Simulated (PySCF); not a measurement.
Precursor series Zn NH2-H. Gas-phase values, no solvent. One relaxed conformer stands for each flexible species; it need not be the lowest.

The charge on the central atom (meta-Löwdin) from two functionals at the same geometries (PBE-D3(BJ)/def2-SVP), both in PySCF: PBE-D3(BJ)/def2-TZVP and TPSSh-D3(BJ)/def2-TZVP. 

```
species                                  PBE-D3(BJ)/def2-TZVP (e)  TPSSh-D3(BJ)/def2-TZVP (e)
---------------------------------------  ------------------------  --------------------------
0 of 2 NH2 replaced by H                                     1.07                        1.12
1 of 2 NH2 replaced by H ([Zn(NH2)(H)])                      0.94                        0.99
2 of 2 NH2 replaced by H                                     0.83                        0.88
```

Over these rows, drawn at random from the members with no instability flagged (it was tested for open shells, ions and some series alone), PBE minus TPSSh-D3(BJ): mean -0.05 e, from -0.05 e to -0.05 e.
